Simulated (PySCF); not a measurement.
# Potential energy of NaSn along the bond

Set-up: PySCF, scalar-relativistic core potentials, basis sets Na cc-pVDZ, Sn cc-pVDZ-PP with ECP28. Energies in eV from Na + Sn in their ground configurations at the same level. State: ⁴Σ⁻ (quartet), unpaired electrons σ ↑, π ↑↑.

All columns are PBE0. A positive dipole means Na(−)Sn(+).

```
R (Å)  E (eV)  μ (D)  Mulliken charge on Na (basis-dependent)  HOMO (eV)  LUMO (eV)  Mayer bond order  ⟨S²⟩
2.521  -0.891  -5.87                                     0.27      -4.35      -2.06              1.14  3.75
2.638  -1.052  -6.16                                     0.25      -4.26      -2.08              1.13  3.75
2.755  -1.141  -6.43                                     0.25      -4.18      -2.10              1.10  3.75
2.843  -1.172  -6.63                                     0.25      -4.13      -2.12              1.08  3.75
2.931  -1.180  -6.81                                     0.26      -4.08      -2.13              1.04  3.75
3.019  -1.170  -6.99                                     0.27      -4.04      -2.14              1.01  3.75
3.136  -1.137  -7.20                                     0.28      -3.99      -2.15              0.96  3.75
3.283  -1.072  -7.42                                     0.30      -3.93      -2.16              0.91  3.75
3.459  -0.975  -7.62                                     0.31      -3.89      -2.18              0.84  3.75
3.693  -0.834  -7.73                                     0.32      -3.86      -2.19              0.76  3.75
```

A fit through these points gives, at Re = 2.924 Å, μ = -6.80 D and dμ/dR = -2.05 D/Å; the reduced mass is 19.29 u.

**Question.** How strong is the fundamental in the double-harmonic approximation, I = 42.26·(dμ/dR)²/μred km/mol?

**Answer.** I = 42.26·(-2.05)²/19.29 = 9.21 km/mol at PBE0.

Spin–orbit coupling is left out, which matters for elements this heavy, above all for dissociation energies. The state is the lowest determinant that a PBE0 search found; another state may lie lower at other levels.
